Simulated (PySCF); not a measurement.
**Fine-structure interval of Pm(24+) by level of theory**

Pm(24+) [Kr] 4d1 [4d3/2^1, M_J = 3/2] → Pm(24+) [Kr] 4d1 [4d5/2^1, M_J = 5/2], as a difference of total energies. All numbers are calculated (PySCF 2.14, the two-component X2C-1e Hamiltonian, in an uncontracted even-tempered set (17 s from 1.8 bohr⁻², ratio 2.8; 14 p from 2.3 bohr⁻², ratio 2.8; 9 d from 2.3 bohr⁻², ratio 2.8; 3 f from 8.2 bohr⁻², ratio 3)). Correlated levels: [Ar] 3d10 frozen; the 92 highest virtual spinors dropped. "Screened" scales the spin-orbit matrix elements by Boettger's factors to mimic the two-electron term; Breit and QED terms are absent.

```tsv
method	fine-structure interval (cm⁻¹)
GHF (screened spin-orbit)	52540
GMP2 (screened spin-orbit)	52531
GHF (bare spin-orbit)	62861
```
